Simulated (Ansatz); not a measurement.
GeSiF8 (SMILES F[Si](F)(F)F.F[Ge](F)(F)F), closed shell: a relaxation.

The input file, in.yaml:

```yaml
crystal:
  periodic: [false, false, false]
  atoms:
    - {symbol: F, position_ang: [1.511307, -0.261675, -1.372172]}
    - {symbol: Si, position_ang: [0.010910, -0.045682, -1.888028]}
    - {symbol: F, position_ang: [-0.244308, 1.485533, -2.273952]}
    - {symbol: F, position_ang: [-1.027145, -0.497831, -0.735220]}
    - {symbol: F, position_ang: [-0.245336, -0.969548, -3.171715]}
    - {symbol: F, position_ang: [0.723107, 0.467692, 3.367245]}
    - {symbol: Ge, position_ang: [-0.015848, 0.044562, 1.872106]}
    - {symbol: F, position_ang: [0.644102, -1.454558, 1.348940]}
    - {symbol: F, position_ang: [-1.712318, -0.068122, 2.112890]}
    - {symbol: F, position_ang: [0.355631, 1.299629, 0.740007]}
basis:
  gaussian: {orbitals: def2-TZVP}
hamiltonian: {xc: pbe0, dispersion: d4}
relax: {f_tol: 0.005, max_steps: 200}
```

Command:

```bash
ansatz run in.yaml --threads 4 --pin off --events-out ev --progress --plain --max-ram 63488MiB --backend cuda --devices 0, --max-vram 37GiB
```

The run's output (Ansatz 0.2.0):

```
Functional definition: PBE0
  name "PBE0"
  cite "Adamo & Barone, J. Chem. Phys. 110, 6158 (1999) doi:10.1063/1.478522"
  cite "Perdew, Burke & Ernzerhof, Phys. Rev. Lett. 77, 3865 (1996) doi:10.1103/PhysRevLett.77.3865"
  parent pbe
  parameter a = 0.25
  parameter kappa = 0.804
  parameter beta = 0.06672455060314922
  exchange = (1 - a)*pbe_x(kappa = kappa, mu = beta*pi^2/3) + a*exact_x
  correlation = pbe_c(beta = beta)
1917 factors; their error is unknown
mean field evaluation 1: about -86111.4301 eV, gradient 8.5e1 eV
mean field evaluation 2: about -86098.1404 eV, gradient 1.3e2 eV
mean field evaluation 4: about -86120.9239 eV, gradient 3.1e0 eV
mean field evaluation 8: about -86120.9364 eV, gradient 5.7e-2 eV
mean field evaluation 16: about -86121.3198 eV, gradient 1.7e-4 eV
mean field -86121.31984640 eV, -3164.9001292281 hartree, gradient 3.0e-5 eV, S^2 0.000000; 0 other end points of the search recorded, 0 dependent functions left out
the calculation of the forces begins
reference -86121.31987098 eV, -3164.9001301313 hartree; 59, 59 occupied and 274, 274 virtual orbitals, 1917 factors
relax step   1: F+E_penalty+E_count = -86121.56026584 eV  Δ(F+E_penalty+E_count) = +0.000e0 eV  max|allowed force component| = 1.576e0 eV/Å  Δτ_max = 0.0000 Å  (28 SCF iters, accepted)
relax step   2: F+E_penalty+E_count = -86121.72792054 eV  Δ(F+E_penalty+E_count) = -1.677e-1 eV  max|allowed force component| = 9.306e-1 eV/Å  Δτ_max = 0.1597 Å  (30 SCF iters, accepted)
relax step   3: F+E_penalty+E_count = -86121.79195264 eV  Δ(F+E_penalty+E_count) = -6.403e-2 eV  max|allowed force component| = 2.010e-1 eV/Å  Δτ_max = 0.0857 Å  (31 SCF iters, accepted)
relax step   4: F+E_penalty+E_count = -86121.79540699 eV  Δ(F+E_penalty+E_count) = -3.454e-3 eV  max|allowed force component| = 7.882e-2 eV/Å  Δτ_max = 0.0361 Å  (30 SCF iters, accepted)
relax step   5: F+E_penalty+E_count = -86121.79588472 eV  Δ(F+E_penalty+E_count) = -4.777e-4 eV  max|allowed force component| = 4.251e-2 eV/Å  Δτ_max = 0.0165 Å  (30 SCF iters, accepted)
relax step   6: F+E_penalty+E_count = -86121.79652072 eV  Δ(F+E_penalty+E_count) = -6.360e-4 eV  max|allowed force component| = 4.452e-2 eV/Å  Δτ_max = 0.0368 Å  (30 SCF iters, accepted)
relax step   7: F+E_penalty+E_count = -86121.79689656 eV  Δ(F+E_penalty+E_count) = -3.758e-4 eV  max|allowed force component| = 3.986e-2 eV/Å  Δτ_max = 0.0272 Å  (29 SCF iters, accepted)
relax step   8: F+E_penalty+E_count = -86121.79728026 eV  Δ(F+E_penalty+E_count) = -3.837e-4 eV  max|allowed force component| = 7.347e-2 eV/Å  Δτ_max = 0.0633 Å  (30 SCF iters, accepted)
relax step   9: F+E_penalty+E_count = -86121.79758429 eV  Δ(F+E_penalty+E_count) = -3.040e-4 eV  max|allowed force component| = 4.427e-2 eV/Å  Δτ_max = 0.0208 Å  (30 SCF iters, accepted)
relax step  10: F+E_penalty+E_count = -86121.79782953 eV  Δ(F+E_penalty+E_count) = -2.452e-4 eV  max|allowed force component| = 1.015e-2 eV/Å  Δτ_max = 0.0211 Å  (30 SCF iters, accepted)
relax step  11: F+E_penalty+E_count = -86121.79800155 eV  Δ(F+E_penalty+E_count) = -1.720e-4 eV  max|allowed force component| = 1.193e-2 eV/Å  Δτ_max = 0.0358 Å  (29 SCF iters, accepted)
relax step  12: F+E_penalty+E_count = -86121.79798631 eV  Δ(F+E_penalty+E_count) = +1.525e-5 eV  max|allowed force component| = 4.834e-2 eV/Å  Δτ_max = 0.0598 Å  (30 SCF iters, rejected (line search))
relax step  13: F+E_penalty+E_count = -86121.79811861 eV  Δ(F+E_penalty+E_count) = -1.171e-4 eV  max|allowed force component| = 1.278e-2 eV/Å  Δτ_max = 0.0291 Å  (29 SCF iters, accepted)
relax step  14: F+E_penalty+E_count = -86121.79805842 eV  Δ(F+E_penalty+E_count) = +6.019e-5 eV  max|allowed force component| = 5.496e-2 eV/Å  Δτ_max = 0.0602 Å  (30 SCF iters, rejected (line search))
relax step  15: F+E_penalty+E_count = -86121.79822072 eV  Δ(F+E_penalty+E_count) = -1.021e-4 eV  max|allowed force component| = 9.472e-3 eV/Å  Δτ_max = 0.0292 Å  (29 SCF iters, accepted)
relax step  16: F+E_penalty+E_count = -86121.79823365 eV  Δ(F+E_penalty+E_count) = -1.293e-5 eV  max|allowed force component| = 3.805e-2 eV/Å  Δτ_max = 0.0486 Å  (30 SCF iters, accepted)
relax step  17: F+E_penalty+E_count = -86121.79830619 eV  Δ(F+E_penalty+E_count) = -7.254e-5 eV  max|allowed force component| = 2.123e-2 eV/Å  Δτ_max = 0.0074 Å  (30 SCF iters, accepted)
relax step  18: F+E_penalty+E_count = -86121.79834964 eV  Δ(F+E_penalty+E_count) = -4.345e-5 eV  max|allowed force component| = 4.910e-3 eV/Å  Δτ_max = 0.0039 Å  (33 SCF iters, accepted)
relax step  19: F+E_penalty+E_count = -86121.79838557 eV  Δ(F+E_penalty+E_count) = -3.593e-5 eV  max|allowed force component| = 3.216e-3 eV/Å  Δτ_max = 0.0159 Å  (30 SCF iters, accepted)
relax step  20: F+E_penalty+E_count = -86121.79775670 eV  Δ(F+E_penalty+E_count) = +6.289e-4 eV  max|allowed force component| = 1.153e-1 eV/Å  Δτ_max = 0.0979 Å  (29 SCF iters, rejected (line search))
relax step  21: F+E_penalty+E_count = -86121.79842050 eV  Δ(F+E_penalty+E_count) = -3.493e-5 eV  max|allowed force component| = 2.711e-2 eV/Å  Δτ_max = 0.0478 Å  (30 SCF iters, accepted)
relax step  22: F+E_penalty+E_count = -86121.79846201 eV  Δ(F+E_penalty+E_count) = -4.151e-5 eV  max|allowed force component| = 1.143e-2 eV/Å  Δτ_max = 0.0010 Å  (21 SCF iters, accepted)
relax step  23: F+E_penalty+E_count = -86121.79847538 eV  Δ(F+E_penalty+E_count) = -1.336e-5 eV  max|allowed force component| = 3.578e-4 eV/Å  Δτ_max = 0.0027 Å  (32 SCF iters, accepted)
relax step  24: F+E_penalty+E_count = -86121.79849669 eV  Δ(F+E_penalty+E_count) = -2.131e-5 eV  max|allowed force component| = 3.098e-3 eV/Å  Δτ_max = 0.0177 Å  (30 SCF iters, accepted)
Total energy: -86121.79852192 eV, -3164.9177202290 hartree
Atom 0 at     1.546872    -0.177283    -1.888694 Å, force    -0.003098    -0.000375    -0.000397 eV/Å
Atom 1 at     0.000674    -0.060191    -2.060339 Å, force     0.001348    -0.000499     0.002193 eV/Å
Atom 2 at    -0.427387     1.439223    -2.097788 Å, force    -0.000414    -0.001191     0.000018 eV/Å
Atom 3 at    -0.712822    -0.779148    -0.863398 Å, force     0.001254     0.000648    -0.001451 eV/Å
Atom 4 at    -0.428902    -0.756628    -3.390161 Å, force     0.000512     0.000873    -0.000086 eV/Å
Atom 5 at     0.487542     0.641711     3.565871 Å, force    -0.000390    -0.000348    -0.000598 eV/Å
Atom 6 at    -0.002163     0.058925     2.055188 Å, force     0.000502    -0.000405    -0.000931 eV/Å
Atom 7 at     0.575128    -1.517105     1.855543 Å, force    -0.000564     0.001612     0.000257 eV/Å
Atom 8 at    -1.689712     0.088215     1.970761 Å, force     0.000837     0.000177    -0.000180 eV/Å
Atom 9 at     0.650872     1.062282     0.853119 Å, force     0.000013    -0.000492     0.001175 eV/Å
Dipole moment:    -0.004706    -0.003992    -0.023003 e Å

[the SCF lines of later steps are left out]
```

The lines “mean field evaluation” count trial sets of orbitals through the whole run, from several starts and some on an approximate energy, so they need not fall steadily or lie above the final value.

Time: 66 s of wall clock on 4 CPU threads and a share of one NVIDIA H100; the host was shared. Peak host memory: 1 GiB.
